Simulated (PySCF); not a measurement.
2-silylpropan-2-ol (C3H10OSi), SMILES CC(C)(O)[SiH3].

Coordinates come from a B3LYP-D3(BJ)/def2-SVP optimisation. The values are those of a single conformer.

Two levels are set side by side: PBE/def2-TZVP (PySCF) and ωB97X/def2-TZVP (PySCF). Same geometry, gas phase. Differences are taken from unrounded values.

| quantity | ωB97X |
|---|---|
| orbital gap (eV) | 12.93 |
| highest occupied level (eV) | -10.42 |
| lowest empty level (eV) | 2.51 |
| dipole moment (D) | 1.97 |
| mean polarisability (bohr³) | 68.8 |

Q: What does PBE give, and how far is it from ωB97X? (An estimate is asked for; the answer gives what the named calculation found.)

A: 
```json
[
 {"quantity": "orbital gap (eV)", "PBE": "6.12", "PBE minus ωB97X": "-6.81"},
 {"quantity": "highest occupied level (eV)", "PBE": "-6.36", "PBE minus ωB97X": "4.06"},
 {"quantity": "lowest empty level (eV)", "PBE": "-0.23", "PBE minus ωB97X": "-2.75"},
 {"quantity": "dipole moment (D)", "PBE": "1.91", "PBE minus ωB97X": "-0.06"},
 {"quantity": "mean polarisability (bohr³)", "PBE": "72.7", "PBE minus ωB97X": "3.9"}
]
```

PBE's occupied levels lie high since its potential decays too fast outside the molecule; exact exchange lowers them and widens the gap. Loosely held outer electrons make PBE densities more polarisable. Differences between two approximate levels are no errors against the true value.

Rough cost on one machine, each run with all the roots and properties that it gave: ωB97X against PBE within a factor of 2.
